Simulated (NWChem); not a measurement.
System: C$_{2}$H$_{5}$S, doublet; SMILES C[CH]S

Input file for NWChem:

```
start job
memory heap 200 mb stack 900 mb global 1100 mb
geometry units angstroms noautosym nocenter noautoz
  C      0.257159     1.674361    -0.036695
  C     -0.587801     0.449655     0.090138
  S      0.053735    -1.171275    -0.075238
  H      0.584518     1.858863    -1.074340
  H     -0.299512     2.558846     0.293347
  H      1.167054     1.604946     0.575424
  H     -1.657099     0.498941    -0.089891
  H      1.298752    -0.921579     0.390909
end
basis spherical
  C library 6-31+g*
  S library 6-31+g*
  H library 6-31+g*
end
dft
  odft
  mult 2
  xc pbe0
  iterations 150
end
cosmo
  do_cosmo_smd true
  solvent water
end
task dft energy
```

Excerpt of the output:

```
             Northwest Computational Chemistry Package (NWChem) 7.3.0
             --------------------------------------------------------

                             Geometry "geometry" -> ""
                             -------------------------

 Output coordinates in angstroms (scale by  1.889725989 to convert to a.u.)

  No.       Tag          Charge          X              Y              Z
 ---- ---------------- ---------- -------------- -------------- --------------
    1 C                    6.0000     0.25715900     1.67436100    -0.03669500
    2 C                    6.0000    -0.58780100     0.44965500     0.09013800
    3 S                   16.0000     0.05373500    -1.17127500    -0.07523800
    4 H                    1.0000     0.58451800     1.85886300    -1.07434000
    5 H                    1.0000    -0.29951200     2.55884600     0.29334700
    6 H                    1.0000     1.16705400     1.60494600     0.57542400
    7 H                    1.0000    -1.65709900     0.49894100    -0.08989100
    8 H                    1.0000     1.29875200    -0.92157900     0.39090900

 Effective nuclear repulsion energy (a.u.)      99.0380828797

                                 NWChem DFT Module
                                 -----------------

 Summary of "ao basis" -> "ao basis" (spherical)
 ------------------------------------------------------------------------------
       Tag                 Description            Shells   Functions and Types
 ---------------- ------------------------------  ------  ---------------------
 C                          6-31+g*                  8       18   4s3p1d
 S                          6-31+g*                 10       22   5s4p1d
 H                          6-31+g*                  2        2   2s

 in cosmo_initialize ...
 calling solv_data for solv:h2o

 solvent parameters
 solvname_short: h2o
 solvname_long:  water
 dielec:       78.4000
 dielecinf:     1.7769
 aqueous SMD model solvent descriptors
 dielec:       78.4000
 sola:          0.8200

          ---------------
          -cosmo- solvent
          ---------------
 Cosmo: York-Karplus, doi: 10.1021/jp992097l
 dielectric constant -eps-     =  78.40
 screen = (eps-1)/(eps    )    =   0.98724
 surface charge correction     = lagrangian

   van der Waals surface
 --------------------------

[...]

                                COSMO-SMD solvation results
                                ---------------------------

             internal energy in gas <Psi(g)|H|Psi(g)> =      -477.096792445216
         internal energy in solvent <Psi(s)|H|Psi(s)> =      -477.096031570231
                               delta internal energy  =         0.000760874985 (    0.48 kcal/mol)
   total free energy in solvent <Psi(s)|H+V/2|Psi(s)> =      -477.102134297347
 polarization energy contribution <Psi(s)|V/2|Psi(s)> =        -0.006102727116 (   -3.83 kcal/mol)
    total free energy in solvent including G(SMD-CDS) =      -477.098256306929
                       G(SMD-CDS) energy contribution =         0.003877990418 (    2.43 kcal/mol)
     1 M fixed-concentration free energy of solvation =        -0.001463861713 (   -0.92 kcal/mol)

                    DFT Final Alpha Molecular Orbital Analysis
                    ------------------------------------------

 Vector   15  Occ=1.000000D+00  E=-3.579679D-01
              MO Center=  2.7D-02, -1.7D-01, -7.9D-02, r^2= 3.5D+00
   Bfn.  Coefficient  Atom+Function         Bfn.  Coefficient  Atom+Function
  ----- ------------  ---------------      ----- ------------  ---------------
    44      0.423310  3 S  py                45      0.267363  3 S  pz
    22     -0.235014  2 C  py                 4      0.231460  1 C  py
    46     -0.205682  3 S  s                 42     -0.165859  3 S  s
    40     -0.163346  3 S  py                48      0.148013  3 S  py
    61      0.136149  5 H  s                  8      0.129844  1 C  py

 Vector   16  Occ=1.000000D+00  E=-3.146147D-01
              MO Center= -6.9D-02, -4.5D-01,  3.5D-02, r^2= 2.7D+00
   Bfn.  Coefficient  Atom+Function         Bfn.  Coefficient  Atom+Function
  ----- ------------  ---------------      ----- ------------  ---------------
    45      0.450906  3 S  pz                44     -0.265522  3 S  py
    23      0.256812  2 C  pz                49      0.236788  3 S  pz
    43     -0.214890  3 S  px                10     -0.203267  1 C  s
    28      0.192479  2 C  s                 27      0.190937  2 C  pz
    41     -0.171600  3 S  pz                 5     -0.135742  1 C  pz

 Vector   17  Occ=1.000000D+00  E=-1.912256D-01
              MO Center= -2.4D-01, -4.4D-02,  2.8D-02, r^2= 2.7D+00
   Bfn.  Coefficient  Atom+Function         Bfn.  Coefficient  Atom+Function
  ----- ------------  ---------------      ----- ------------  ---------------
    23      0.492230  2 C  pz                27      0.446086  2 C  pz
    45     -0.405744  3 S  pz                49     -0.298538  3 S  pz
    31      0.235712  2 C  pz                60      0.160791  4 H  s
    41      0.149236  3 S  pz                43      0.140746  3 S  px
    53     -0.135333  3 S  pz                47      0.126361  3 S  px

 Vector   18  Occ=0.000000D+00  E= 7.696029D-03
              MO Center=  5.8D-02, -5.0D-01,  1.1D-01, r^2= 7.9D+00
   Bfn.  Coefficient  Atom+Function         Bfn.  Coefficient  Atom+Function
  ----- ------------  ---------------      ----- ------------  ---------------
    28      4.261942  2 C  s                 50     -4.040174  3 S  s
    10     -1.371787  1 C  s                 52     -1.155106  3 S  py
    29      0.986233  2 C  px                30     -0.916094  2 C  py
    46      0.509561  3 S  s                 47      0.447900  3 S  px
    68     -0.443991  8 H  s                 12      0.441372  1 C  py

[...]
```

Level: PBE0/6-31+G* (spherical d), spin-unrestricted, SMD on the gas-phase geometry. Geometry: optimised at B3LYP/6-31G* (spherical d), spin-unrestricted. No stability test was run on the SCF state. Solvent: water.
